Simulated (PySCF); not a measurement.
BaF₂, charge +1, doublet, at a GFN2-xTB geometry (such geometries of metal compounds can be far from the true shape) (a state made from the parent by changing its charge; the spin is typed, not shown lowest) (core potentials on Ba); CASSCF(3,5)/def2-SVP run with PySCF.

The PySCF input:
```python
from pyscf import gto, scf, mcscf
import numpy

mol = gto.M(
    atom='''
Ba    0.42804912    0.06039770   -0.06732969
F    -1.65166772    0.95085836   -0.80315436
F    -1.01174903   -1.32666624    1.22209468
''',
    basis='def2-svp',
    ecp={'Ba': 'def2-svp'},
    charge=1,
    spin=1,
    verbose=4,
)

mf = scf.ROHF(mol)
mf.kernel()
mc = mcscf.CASSCF(mf, 5, 3)
mc.fix_spin_(ss=0.75)
mc.kernel()
occ = numpy.linalg.eigvalsh(mc.fcisolver.make_rdm1(mc.ci, mc.ncas, mc.nelecas))[::-1]
ss = mc.fcisolver.spin_square(mc.ci, mc.ncas, mc.nelecas)[0]
print('natural occupations', occ.round(4), ' <S^2>', round(ss, 4))
```

It wrote (shortened):

```
PySCF version 2.14.0

[INPUT] verbose = 4
[INPUT] num. atoms = 3
[INPUT] num. electrons = 27
[INPUT] charge = 1
[INPUT] spin (= nelec alpha-beta = 2S) = 1
[INPUT] symmetry False subgroup None
[INPUT] Mole.unit = angstrom
[INPUT] Symbol           X                Y                Z      unit          X                Y                Z       unit  Magmom
[INPUT]  1 Ba     0.428049120000   0.060397700000  -0.067329690000 AA    0.808895604661   0.114135111554  -0.127234674152 Bohr   0.0
[INPUT]  2 F     -1.651667720000   0.950858360000  -0.803154360000 AA   -3.121199639585   1.796861883653  -1.517741776150 Bohr   0.0
[INPUT]  3 F     -1.011749030000  -1.326666240000   1.222094680000 AA   -1.911928573494  -2.507035852307   2.309424243488 Bohr   0.0

nuclear repulsion = 53.8026802986031
number of shells = 21
number of NR pGTOs = 97
number of NR cGTOs = 51
basis = def2-svp
ecp = {'Ba': 'def2-svp'}

******** <class 'pyscf.scf.rohf.ROHF'> ********
method = ROHF
initial guess = minao
damping factor = 0
level_shift factor = 0
DIIS = <class 'pyscf.scf.diis.CDIIS'>
diis_start_cycle = 1
diis_space = 8
diis_damp = 0
SCF conv_tol = 1e-09
SCF conv_tol_grad = None
SCF max_cycles = 50
direct_scf = True
direct_scf_tol = 1e-13
num. doubly occ = 13  num. singly occ = 1
Set gradient conv threshold to 3.16228e-05
init E= -213.180929092573
  HOMO = -0.77730225031276  LUMO = -0.242180158570662  gap/eV = 14.56141
cycle= 1 E= -223.470786359895  delta_E= -10.3  |g|= 0.511  |ddm|= 1.58
  HOMO = -0.487434132031161  LUMO = -0.172606682788224  gap/eV = 8.56689
cycle= 2 E= -223.513723865026  delta_E= -0.0429  |g|= 0.285  |ddm|= 0.388
  HOMO = -0.578100608112383  LUMO = -0.162190166902867  gap/eV = 11.31750
cycle= 3 E= -223.528198604281  delta_E= -0.0145  |g|= 0.0284  |ddm|= 0.145
  HOMO = -0.570431920610829  LUMO = -0.159773597265549  gap/eV = 11.17458
cycle= 4 E= -223.528485284564  delta_E= -0.000287  |g|= 0.00544  |ddm|= 0.0239
  HOMO = -0.569294435676287  LUMO = -0.159704929196234  gap/eV = 11.14550
cycle= 5 E= -223.528518732106  delta_E= -3.34e-05  |g|= 0.002  |ddm|= 0.00908
  HOMO = -0.569208212692963  LUMO = -0.159637914564833  gap/eV = 11.14498
cycle= 6 E= -223.528533740447  delta_E= -1.5e-05  |g|= 0.0014  |ddm|= 0.00636
  HOMO = -0.569156377127648  LUMO = -0.159615649856761  gap/eV = 11.14417
cycle= 7 E= -223.528546228679  delta_E= -1.25e-05  |g|= 0.00126  |ddm|= 0.00599
  HOMO = -0.56905711411256  LUMO = -0.15959540899696  gap/eV = 11.14202
cycle= 8 E= -223.528579548428  delta_E= -3.33e-05  |g|= 0.00091  |ddm|= 0.0195
  HOMO = -0.568710459860569  LUMO = -0.159510651870587  gap/eV = 11.13489
cycle= 9 E= -223.528612247039  delta_E= -3.27e-05  |g|= 0.000428  |ddm|= 0.038
  HOMO = -0.56912669719652  LUMO = -0.159500974450854  gap/eV = 11.14648
cycle= 10 E= -223.528613170561  delta_E= -9.24e-07  |g|= 0.000158  |ddm|= 0.00347
  HOMO = -0.569128518450661  LUMO = -0.159497087960563  gap/eV = 11.14664
cycle= 11 E= -223.528613816966  delta_E= -6.46e-07  |g|= 0.00017  |ddm|= 0.00622
  HOMO = -0.569157793863763  LUMO = -0.159496983884637  gap/eV = 11.14744
cycle= 12 E= -223.52861381787  delta_E= -9.03e-10  |g|= 0.000157  |ddm|= 0.000231
  HOMO = -0.569123557693832  LUMO = -0.15949682436289  gap/eV = 11.14651
cycle= 13 E= -223.52861384078  delta_E= -2.29e-08  |g|= 0.000351  |ddm|= 0.000343
  HOMO = -0.569238532074976  LUMO = -0.159494840315283  gap/eV = 11.14969
cycle= 14 E= -223.528613811799  delta_E= 2.9e-08  |g|= 5.56e-05  |ddm|= 0.000494
  HOMO = -0.569206527583891  LUMO = -0.159495200267759  gap/eV = 11.14881
cycle= 15 E= -223.528613811617  delta_E= 1.81e-10  |g|= 2.67e-06  |ddm|= 0.000124
  HOMO = -0.569209096824991  LUMO = -0.159495178494378  gap/eV = 11.14888
Extra cycle  E= -223.528613811622  delta_E= -4.55e-12  |g|= 1.11e-06  |ddm|= 2.75e-06
converged SCF energy = -223.528613811622

******** <class 'pyscf.mcscf.mc1step.CASSCF'> ********
CAS (2e+1e, 5o), ncore = 12, nvir = 34
max_cycle_macro = 50
max_cycle_micro = 4
conv_tol = 1e-07
conv_tol_grad = None
orbital rotation max_stepsize = 0.02
orbital rotation threshold for CI restart = 0.01
augmented hessian ah_max_cycle = 30
augmented hessian ah_conv_tol = 1e-12
augmented hessian ah_linear dependence = 1e-14
augmented hessian ah_level shift = 1e-08
augmented hessian ah_start_tol = 2.5
augmented hessian ah_start_cycle = 3
augmented hessian ah_grad_trust_region = 3
kf_trust_region = 3
kf_interval = 4
ci_response_space = 4
ci_grad_trust_region = 3
with_dep4 0
natorb = False
canonicalization = True
sorting_mo_energy = False
ao2mo_level = 2
internal_rotation = False
******** <class 'pyscf.fci.addons.SpinPenaltyFCISolver'> ********
max. cycles = 50
conv_tol = 1e-08
davidson only = True
linear dependence = 1e-12
level shift = 0.001
max iter space = 12
nroots = 1
pspace_size = 400
spin = None
CASCI E = -223.529549223219  S^2 = 0.7500000
Set conv_tol_grad to 0.000316228
macro iter   1 ( 21 JK    4 micro), CASSCF E = -223.538224471835  dE = -8.67524862e-03  S^2 = 0.7500000
               |grad[o]|=0.00671  |grad[c]|=0.0201  |ddm|=0.0454  |maxRot[o]|=0.291
macro iter   2 ( 21 JK    4 micro), CASSCF E = -223.541027573955  dE = -2.80310212e-03  S^2 = 0.7500000
               |grad[o]|=0.0233  |grad[c]|=0.00701  |ddm|=0.00561  |maxRot[o]|=0.175
macro iter   3 ( 21 JK    4 micro), CASSCF E = -223.559826714584  dE = -1.87991406e-02  S^2 = 0.7500000
               |grad[o]|=0.0161  |grad[c]|=0.0243  |ddm|=  0.1  |maxRot[o]|=0.295
macro iter   4 ( 21 JK    4 micro), CASSCF E = -223.578271713346  dE = -1.84449988e-02  S^2 = 0.7500000
               |grad[o]|=0.0799  |grad[c]|=0.0175  |ddm|=0.183  |maxRot[o]|=0.307
macro iter   5 ( 21 JK    4 micro), CASSCF E = -223.599797772701  dE = -2.15260594e-02  S^2 = 0.7500000
               |grad[o]|=0.211  |grad[c]|=0.0274  |ddm|=0.152  |maxRot[o]|=0.182
macro iter   6 ( 19 JK    4 micro), CASSCF E = -223.602439081446  dE = -2.64130875e-03  S^2 = 0.7500000
               |grad[o]|=0.0707  |grad[c]|=0.0293  |ddm|=0.0419  |maxRot[o]|=0.0755
macro iter   7 ( 17 JK    4 micro), CASSCF E = -223.603967811354  dE = -1.52872991e-03  S^2 = 0.7500000
               |grad[o]|=0.0253  |grad[c]|=0.0128  |ddm|=0.402  |maxRot[o]|= 0.22
macro iter   8 ( 21 JK    4 micro), CASSCF E = -223.606025526499  dE = -2.05771515e-03  S^2 = 0.7500000
               |grad[o]|=0.0288  |grad[c]|=0.0112  |ddm|=0.137  |maxRot[o]|=0.193
macro iter   9 ( 21 JK    4 micro), CASSCF E = -223.608953176388  dE = -2.92764989e-03  S^2 = 0.7500000
               |grad[o]|=0.0285  |grad[c]|=0.00842  |ddm|=0.0554  |maxRot[o]|=0.293
macro iter  10 ( 21 JK    4 micro), CASSCF E = -223.610054715133  dE = -1.10153874e-03  S^2 = 0.7500000
               |grad[o]|=0.0263  |grad[c]|=0.0064  |ddm|=0.0288  |maxRot[o]|=0.222
macro iter  11 ( 21 JK    4 micro), CASSCF E = -223.610908759259  dE = -8.54044126e-04  S^2 = 0.7500000
               |grad[o]|=0.0137  |grad[c]|=0.0061  |ddm|=0.00226  |maxRot[o]|=0.308
macro iter  12 ( 21 JK    4 micro), CASSCF E = -223.611808140524  dE = -8.99381266e-04  S^2 = 0.7500000
               |grad[o]|=0.0124  |grad[c]|=0.00239  |ddm|=0.0038  |maxRot[o]|=0.291
macro iter  13 ( 21 JK    4 micro), CASSCF E = -223.612152846157  dE = -3.44705632e-04  S^2 = 0.7500000
               |grad[o]|=0.00982  |grad[c]|=0.0016  |ddm|=0.00397  |maxRot[o]|=0.227
macro iter  14 ( 21 JK    4 micro), CASSCF E = -223.612674016095  dE = -5.21169939e-04  S^2 = 0.7500000
               |grad[o]|=0.00713  |grad[c]|=0.00783  |ddm|=0.00398  |maxRot[o]|=0.305
macro iter  15 ( 21 JK    4 micro), CASSCF E = -223.612962599659  dE = -2.88583564e-04  S^2 = 0.7500000
               |grad[o]|=0.00622  |grad[c]|=0.00509  |ddm|=0.00544  |maxRot[o]|=0.301
macro iter  16 ( 19 JK    4 micro), CASSCF E = -223.612973711482  dE = -1.11118226e-05  S^2 = 0.7500000
               |grad[o]|=0.00308  |grad[c]|=0.00204  |ddm|=0.00331  |maxRot[o]|=0.0281
macro iter  17 (  7 JK    2 micro), CASSCF E = -223.612980430449  dE = -6.71896748e-06  S^2 = 0.7500000
               |grad[o]|=0.000426  |grad[c]|=0.00695  |ddm|=0.00375  |maxRot[o]|=0.0698
macro iter  18 ( 21 JK    4 micro), CASSCF E = -223.612977460346  dE =  2.97010300e-06  S^2 = 0.7500000
               |grad[o]|=0.000227  |grad[c]|=0.00273  |ddm|=0.00227  |maxRot[o]|=0.0496
macro iter  19 ( 21 JK    4 micro), CASSCF E = -223.612979654190  dE = -2.19384441e-06  S^2 = 0.7500000
               |grad[o]|=0.000736  |grad[c]|=0.00105  |ddm|=0.000226  |maxRot[o]|=0.0103
macro iter  20 ( 21 JK    4 micro), CASSCF E = -223.612980637926  dE = -9.83735248e-07  S^2 = 0.7500000
               |grad[o]|=0.000436  |grad[c]|=0.00257  |ddm|=0.000944  |maxRot[o]|=0.00774
macro iter  21 ( 17 JK    4 micro), CASSCF E = -223.612984737314  dE = -4.09938787e-06  S^2 = 0.7500000
               |grad[o]|=0.00048  |grad[c]|=0.00415  |ddm|=0.00196  |maxRot[o]|=0.045
macro iter  22 (  7 JK    2 micro), CASSCF E = -223.612992263592  dE = -7.52627847e-06  S^2 = 0.7500000
               |grad[o]|=0.000471  |grad[c]|=0.00312  |ddm|=0.00187  |maxRot[o]|= 0.06
macro iter  23 (  7 JK    2 micro), CASSCF E = -223.613007987357  dE = -1.57237649e-05  S^2 = 0.7500000
               |grad[o]|=0.000541  |grad[c]|=0.00295  |ddm|=0.00184  |maxRot[o]|=0.0647
macro iter  24 ( 21 JK    4 micro), CASSCF E = -223.613391462071  dE = -3.83474714e-04  S^2 = 0.7500000
               |grad[o]|=0.000622  |grad[c]|=0.00577  |ddm|=0.00165  |maxRot[o]|=0.259
macro iter  25 ( 21 JK    4 micro), CASSCF E = -223.614129151026  dE = -7.37688955e-04  S^2 = 0.7500000
               |grad[o]|=0.00198  |grad[c]|=0.00429  |ddm|=0.00138  |maxRot[o]|=0.299
macro iter  26 ( 21 JK    4 micro), CASSCF E = -223.614699536345  dE = -5.70385319e-04  S^2 = 0.7500000
               |grad[o]|=0.00214  |grad[c]|=0.00177  |ddm|=0.00124  |maxRot[o]|=0.302
macro iter  27 ( 24 JK    4 micro), CASSCF E = -223.614734926060  dE = -3.53897154e-05  S^2 = 0.7500000
               |grad[o]|=0.0017  |grad[c]|=0.000669  |ddm|=0.00187  |maxRot[o]|=0.0783
macro iter  28 ( 25 JK    4 micro), CASSCF E = -223.614736353918  dE = -1.42785768e-06  S^2 = 0.7500000
               |grad[o]|=0.00035  |grad[c]|=0.000879  |ddm|=0.000475  |maxRot[o]|=0.0218
macro iter  29 ( 14 JK    2 micro), CASSCF E = -223.614736685451  dE = -3.31533016e-07  S^2 = 0.7500000
               |grad[o]|=0.00025  |grad[c]|=0.000297  |ddm|=8.23e-05  |maxRot[o]|=0.00289
macro iter  30 ( 13 JK    2 micro), CASSCF E = -223.614737143456  dE = -4.58005161e-07  S^2 = 0.7500000
               |grad[o]|=0.000217  |grad[c]|=0.000569  |ddm|=6.39e-05  |maxRot[o]|=0.0122
macro iter  31 ( 21 JK    4 micro), CASSCF E = -223.614737496545  dE = -3.53088382e-07  S^2 = 0.7500000
               |grad[o]|=0.000205  |grad[c]|=0.000807  |ddm|=0.000317  |maxRot[o]|=0.0398
macro iter  32 ( 15 JK    2 micro), CASSCF E = -223.614737758598  dE = -2.62053277e-07  S^2 = 0.7500000
               |grad[o]|=0.000225  |grad[c]|=0.000205  |ddm|=0.000129  |maxRot[o]|=0.00377
macro iter  33 (  7 JK    1 micro), CASSCF E = -223.614737826481  dE = -6.78832350e-08  S^2 = 0.7500000
               |grad[o]|=0.000132  |grad[c]|=0.000197  |ddm|=4.59e-05  |maxRot[o]|=0.00513
1-step CASSCF converged in  33 macro (611 JK 117 micro) steps
CASSCF canonicalization
Density matrix diagonal elements [1.55761622e+00 1.40866499e+00 2.28763803e-02 8.03343623e-04
 1.00390587e-02]
CASSCF energy = -223.614737826481
CASCI E = -223.614737826481  E(CI) = -3.74872622675460  S^2 = 0.7500000
natural occupations [1.9858e+00 1.0000e+00 1.2900e-02 8.0000e-04 5.0000e-04]  <S^2> 0.75
```
